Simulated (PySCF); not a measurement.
Start geometry of `FCC/C=N\[SiH3]` from GFN2-xTB (Å):
```
atom  x, y, z in Å
F1    -2.9542    0.1346    0.4825
C2    -2.0412    0.4183   -0.4901
C3    -0.8597   -0.5150   -0.3463
C4    -0.0707   -0.2453    0.9433
N5     1.1089   -0.0239    1.0831
Si6    2.5041    0.1271    0.1027
H7    -1.7316    1.4685   -0.3665
H8    -2.5166    0.2862   -1.4588
H9    -1.2059   -1.5381   -0.2968
H10   -0.1736   -0.3886   -1.1789
H11   -0.7476   -0.2629    1.8448
H12    3.3871   -0.9194    0.6401
H13    2.9381    1.4895    0.3772
H14    2.3558   -0.0459   -1.3441
```

Question: What comes out of this run: PySCF, PBE0-D3(BJ)/def2-SVP geometry optimisation, gas phase?

Answer: 
```
atom  x, y, z in Å
F1    -3.431    0.006    0.423
C2    -2.524    0.316   -0.561
C3    -1.268   -0.517   -0.392
C4    -0.568   -0.256    0.915
N5     0.656   -0.018    1.115
Si6    2.041    0.121    0.064
H7    -2.295    1.394   -0.496
H8    -2.988    0.119   -1.542
H9    -1.564   -1.582   -0.414
H10   -0.590   -0.347   -1.243
H11   -1.247   -0.286    1.791
H12    3.035   -0.899    0.509
H13    2.605    1.487    0.259
H14    1.798   -0.076   -1.407
```

The energy falls by 0.248 eV over 8 energy and gradient evaluations, the largest force component goes from 0.0982 to 4.2e-04 Eh/bohr, and the atoms move by 0.087 Å rms after alignment. The bond that changes most is C4=N5 (C=N carbon to C=N nitrogen), which lengthens by 0.055 Å. Bonds longer at the end by more than 0.005 Å: 9 of 13; shorter: 2. Among the angles that change most is H12–Si6–H13, from 114.7° to 109.6°. Rotational constants go from 9537, 1076, 1023 to 9342, 1072, 1011 MHz. The orientation of the end geometry is arbitrary; only internal coordinates are fixed.

The run used 128 basis functions and 55 SCF cycles in all. The run took 48 s wall on Arm Neoverse V2, one thread, on a shared host, and the process peaked at 0.50 GiB of memory.

Not checked by PBE0-D3(BJ)/def2-SVP frequencies. One conformer, not necessarily the lowest.
